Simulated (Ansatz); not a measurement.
CH₄AlFOSi, SMILES `F[CH]1[O][Al]1[SiH3]` from Hartree–Fock to CCSD(T)

Cartesian coordinates in Å:
```
F -0.088 2.669 -1.627
C -0.467 2.140 -0.417
O -1.449 1.136 -0.570
Al -0.036 0.340 0.038
Si 0.599 -1.964 0.515
H -0.789 2.971 0.215
H -0.548 -2.884 0.301
H 1.721 -2.348 -0.382
H 1.056 -2.061 1.926
```

Total charge 0; spin multiplicity 1. The geometry is a stationary point of PBE0-D4/def2-TZVP. Frozen core, restricted reference, the Gaussian-basis code of Ansatz. CBS rows extrapolate triple and quadruple zeta; past MP2 they add the triple-zeta difference.

```tsv
basis	HF (Eh)	MP2 corr.	CCSD corr.	(T)	CCSD(T) total
def2-SVP	-744.96357	-0.65994	-0.70214	-0.01982	-745.68553
def2-TZVPP	-745.41964	-0.84351	-0.87747	-0.03444	-746.33155
def2-QZVPP	-745.44555	-0.91207	–	–	–
CBS(def2)	-745.44912	-0.96286	-0.99682	as TZ	-746.48038
```
